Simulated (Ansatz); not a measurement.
Species: C$_{4}$F$_{10}$, net charge 0, singlet state. 
Structure (B3LYP-D3(BJ)/def2-TZVP (Ansatz, an electronic-structure program) minimum search):
```xyz
14

F     -2.8148    -0.7472     0.1304
C     -1.6341    -0.3959    -0.3783
F     -1.8090     0.6384    -1.2017
F     -1.1452    -1.4277    -1.0692
C     -0.6755    -0.0195     0.7902
F     -0.4351    -1.1387     1.4981
F     -1.3246     0.8613     1.5772
C      0.6925     0.6486     0.4251
F      0.4550     1.8755    -0.0749
F      1.3688     0.7753     1.5840
C      1.6207    -0.0990    -0.5776
F      2.8083     0.5057    -0.5970
F      1.1050    -0.0618    -1.8078
F      1.7892    -1.3703    -0.2121
```

Total electronic energies in hartree. Valence correlation only, unless marked. Spin-orbit coupling is left out. No relativistic terms. CBS marks a two-point X^-3 extrapolation of the correlation energy; Hartree-Fock from the larger set. [CCSD(T)-MP2]/basis is that difference in the basis named.

```tsv
level	program	energy (Eh)
HF/aug-cc-pVDZ	Ansatz	-1145.99972
HF/cc-pVQZ	Ansatz	-1146.38383
PBE-D3(BJ)/def2-TZVPD	Ansatz + dftd3	-1150.27543
PBE0/STO-3G	Ansatz	-1133.50141
PBE0-D4/def2-TZVPD	Ansatz + dftd4	-1150.26731
BHLYP-D4/def2-TZVPD	Ansatz + dftd4	-1150.92506
r2SCAN0-D4/def2-TZVPD	Ansatz + dftd4	-1150.74035
LC-wPBE-D3(BJ)/def2-TZVPD	Ansatz + dftd3	-1150.74532
wB97X-V/def2-TZVPD	Ansatz	-1151.00717
PBE-QIDH/def2-TZVPD	Ansatz	-1150.11877
RI-MP2/aug-cc-pVQZ	Ansatz	-1149.81146
SCS-MP2/cc-pVDZ	Ansatz	-1148.17853
CCSD(T)/6-31G	Ansatz	-1147.05380
CCSD(T)/cc-pVDZ	Ansatz	-1148.35842
RI-MP2/CBS(cc-pVTZ,cc-pVQZ)+[CCSD(T)-MP2]/cc-pVTZ	Ansatz	-1150.0786
```

Totals of different functionals don't rank their quality; only differences between species are comparable.
